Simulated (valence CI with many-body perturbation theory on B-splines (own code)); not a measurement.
## E1 line list for Sn³⁶⁺

Computed by configuration interaction combined with many-body perturbation theory (CI+MBPT): four valence electrons over a frozen Dirac-Fock core [Ne], radial functions for each j: 11 s, 11 p, 10 d, 8 f, 5 g, 2 h, with the one-electron correlation potential Σ1, the two-electron term Σ2, the three-electron term Σ3, Breit, model QED; selected CI, second order for the rest, scaled by the run's own slope (own B-spline code, finite nucleus).

No measured spectrum was set against this ion. As an estimate, large intervals hold to a few tenths of a per cent, small ones and those within an open d or f shell to about a per cent. Among the levels kept, up to 690 cm⁻¹ of a level comes from second order outside the variational space, and about a tenth of that is noise between levels of different J, which matters for small intervals.

Lines 51 to 100 of 552 in falling wavelength, among levels below 4414.1 × 10³ cm⁻¹, chosen from the strongest by gf and those to the six lowest levels. Wavelengths and rates use the calculated energies. Electric multipoles are in the length gauge with retardation, E1 and E2 with the static RPA response of the core. Weak lines are less certain than strong ones. Lines between different terms over intervals too small for the method are left out, as are lines whose strength nearly cancels. Where a level lies close to another of its J and parity, the split of strength between their lines is uncertain. The highest levels of a list are the least certain.

Levels are named by their leading jj configuration (3d3/2^4 stands for four electrons in 3d with j = 3/2), which in mixed levels can hold well under half, so a name can repeat and another be missing. Letters in brackets count levels of one name in rising energy.

```csv
λ vac (nm),Upper,Lower,A (s⁻¹),S (a.u.) with core polarisation,S without
10.67,(3p1/2^2 3p3/2 3d5/2) J=2,(3s 3p1/2 3p3/2 3d5/2) J=1 [a],1.22e+10,3.67e-02,3.75e-02
10.67,(3p1/2 3p3/2^2 3d5/2) J=4,(3s 3p3/2^2 3d5/2) J=4 [a],1.31e+10,7.05e-02,7.20e-02
10.65,(3p1/2^2 3p3/2 3d3/2) J=3,(3s 3p1/2 3p3/2 3d5/2) J=4 [a],2.18e+10,9.10e-02,9.30e-02
10.51,(3p1/2^2 3p3/2 3d5/2) J=4,(3s 3p1/2 3p3/2 3d5/2) J=3 [a],5.68e+09,2.93e-02,2.99e-02
10.33,(3p1/2 3p3/2^2 3d5/2) J=5,(3s 3p3/2^2 3d5/2) J=5,1.39e+10,8.32e-02,8.50e-02
10.19,(3s 3p1/2 3d3/2 3d5/2) J=4 [d],(3s 3p3/2^2 3d5/2) J=5,6.76e+09,3.18e-02,3.25e-02
10.03,(3p1/2^2 3p3/2 3d3/2) J=1,(3s 3p1/2 3p3/2 3d3/2) J=2 [b],2.87e+10,4.28e-02,4.38e-02
9.874,(3p1/2^2 3p3/2 3d5/2) J=4,(3s 3p1/2 3p3/2 3d5/2) J=4 [b],1.83e+10,7.83e-02,8.00e-02
9.794,(3s^2 3p1/2 3d3/2) J=2,(3s^2 3p1/2 3p3/2) J=2,2.01e+08,4.66e-04,4.73e-04
9.767,(3s 3p1/2 3d3/2 3d5/2) J=4 [b],(3s 3p1/2 3p3/2 3d5/2) J=4 [c],1.14e+10,4.72e-02,4.82e-02
9.505,(3s 3p1/2 3d3/2 3d5/2) J=4 [c],(3s 3p1/2 3p3/2 3d5/2) J=3 [d],7.49e+09,2.86e-02,2.92e-02
9.310,(3s 3p1/2 3d5/2^2) J=4 [a],(3s 3p1/2 3p3/2 3d5/2) J=3 [c],9.32e+09,3.34e-02,3.41e-02
9.285,(3s^2 3p3/2 3d3/2) J=1,(3s^2 3p3/2^2) J=0,7.71e+08,9.13e-04,9.36e-04
9.249,(3s 3p1/2 3p3/2^2) J=2 [a],(3s^2 3p1/2 3p3/2) J=1,2.35e+09,4.60e-03,4.71e-03
9.223,(3s 3p1/2^2 3d3/2) J=1,(3s 3p1/2^2 3p3/2) J=2,1.52e+09,1.77e-03,1.80e-03
9.103,(3s 3p1/2 3d5/2^2) J=3,(3s 3p1/2 3p3/2 3d5/2) J=2 [d],8.59e+09,2.24e-02,2.28e-02
9.065,(3p1/2 3p3/2^2 3d5/2) J=4,(3s 3p1/2 3p3/2 3d5/2) J=3 [d],1.84e+10,6.09e-02,6.21e-02
9.023,(3s 3p1/2^2 3d3/2) J=2,(3s 3p1/2^2 3p3/2) J=2,4.05e+09,7.34e-03,7.48e-03
9.001,(3s 3p1/2 3p3/2^2) J=3,(3s^2 3p1/2 3p3/2) J=2,1.46e+08,3.67e-04,3.82e-04
8.980,(3s^2 3p3/2 3d5/2) J=2,(3s^2 3p3/2^2) J=2,6.56e+08,1.17e-03,1.21e-03
8.770,(3s 3p3/2^2 3d5/2) J=5,(3s^2 3p3/2 3d5/2) J=4,4.40e+10,1.61e-01,1.65e-01
8.744,(3s 3p1/2 3d3/2 3d5/2) J=4 [d],(3s 3p1/2 3p3/2 3d5/2) J=3 [e],9.90e+09,2.94e-02,3.00e-02
8.741,(3s 3p1/2 3d5/2^2) J=5,(3s 3p1/2 3p3/2 3d5/2) J=4 [c],1.95e+10,7.06e-02,7.20e-02
8.641,(3p1/2^2 3p3/2 3d5/2) J=3,(3s 3p1/2 3p3/2 3d3/2) J=2 [b],1.55e+10,3.46e-02,3.53e-02
8.565,(3s 3p1/2 3d5/2^2) J=4 [a],(3s 3p1/2 3p3/2 3d5/2) J=3 [b],8.41e+09,2.35e-02,2.39e-02
8.563,(3p1/2 3p3/2^2 3d5/2) J=4,(3s 3p1/2 3p3/2 3d5/2) J=4 [c],1.47e+10,4.10e-02,4.19e-02
8.550,(3s 3p1/2 3d3/2 3d5/2) J=5,(3s 3p1/2 3p3/2 3d5/2) J=5,6.59e+09,2.24e-02,2.28e-02
8.515,(3s 3p1/2 3d3/2 3d5/2) J=3 [d],(3s 3p1/2 3p3/2 3d5/2) J=3 [c],3.08e+10,6.56e-02,6.70e-02
8.476,(3s^2 3p3/2 3d3/2) J=1,(3s^2 3p3/2^2) J=2,1.82e+09,1.64e-03,1.69e-03
8.473,(3s^2 3p3/2 3d3/2) J=2,(3s^2 3p3/2^2) J=2,1.35e+09,2.03e-03,2.08e-03
8.454,(3s 3p3/2 3d5/2^2) J=4,(3s 3p3/2^2 3d3/2) J=4,2.00e+10,5.37e-02,5.48e-02
8.425,(3s^2 3p3/2 3d3/2) J=3,(3s^2 3p3/2^2) J=2,7.48e+09,1.55e-02,1.58e-02
8.419,(3s 3p1/2 3d3/2^2) J=3,(3s 3p1/2 3p3/2 3d3/2) J=2 [a],2.28e+10,4.71e-02,4.80e-02
8.417,(3p1/2 3p3/2^2 3d5/2) J=3 [b],(3s 3p1/2 3p3/2 3d5/2) J=2 [e],2.65e+10,5.46e-02,5.57e-02
8.409,(3p1/2 3p3/2^2 3d5/2) J=2 [c],(3s 3p3/2^2 3d3/2) J=1 [a],1.59e+10,2.33e-02,2.38e-02
8.407,(3s 3p1/2 3d3/2 3d5/2) J=4 [c],(3s 3p1/2 3p3/2 3d5/2) J=3 [b],1.22e+10,3.22e-02,3.29e-02
8.386,(3s 3p3/2 3d3/2 3d5/2) J=3 [d],(3s 3p3/2^2 3d3/2) J=4,1.71e+10,3.49e-02,3.56e-02
8.368,(3s 3p3/2 3d3/2 3d5/2) J=3 [a],(3s 3p1/2 3p3/2 3d5/2) J=2 [e],2.62e+10,5.30e-02,5.41e-02
8.366,(3s 3p1/2 3d3/2 3d5/2) J=3 [d],(3s 3p1/2 3p3/2 3d5/2) J=4 [c],2.40e+10,4.86e-02,4.96e-02
8.352,(3s 3p1/2 3d3/2 3d5/2) J=3 [c],(3s 3p1/2 3p3/2 3d5/2) J=3 [b],1.04e+10,2.10e-02,2.14e-02
8.327,(3s^2 3d5/2^2) J=4,(3s^2 3p3/2 3d5/2) J=3,2.31e+10,5.91e-02,6.03e-02
8.327,(3p1/2 3p3/2^2 3d5/2) J=2 [d],(3s 3p3/2^2 3d3/2) J=1 [a],2.61e+10,3.72e-02,3.79e-02
8.323,(3p1/2 3p3/2^2 3d3/2) J=2 [b],(3s 3p1/2 3p3/2 3d5/2) J=1 [b],3.33e+10,4.74e-02,4.84e-02
8.320,(3p1/2 3p3/2^2 3d5/2) J=2 [b],(3s 3p1/2 3p3/2 3d5/2) J=2 [d],1.57e+10,2.23e-02,2.28e-02
8.309,(3p1/2^2 3p3/2 3d3/2) J=3,(3s 3p1/2^2 3d5/2) J=3,1.05e+10,2.07e-02,2.12e-02
8.305,(3s 3p3/2^2 3d3/2) J=2 [b],(3s^2 3p3/2 3d5/2) J=1,2.34e+10,3.31e-02,3.37e-02
8.295,(3s^2 3p1/2 3d3/2) J=1,(3s^2 3p1/2 3p3/2) J=2,3.51e+09,2.97e-03,3.03e-03
8.276,(3p1/2 3p3/2^2 3d5/2) J=2 [b],(3s 3p1/2 3p3/2 3d5/2) J=1 [c],7.60e+10,1.06e-01,1.09e-01
8.276,(3s 3p1/2 3d5/2^2) J=4 [b],(3s 3p1/2 3p3/2 3d5/2) J=3 [e],1.05e+11,2.63e-01,2.68e-01
8.270,(3s 3p3/2 3d3/2 3d5/2) J=3 [b],(3s 3p1/2 3p3/2 3d5/2) J=2 [f],8.97e+10,1.75e-01,1.79e-01
```
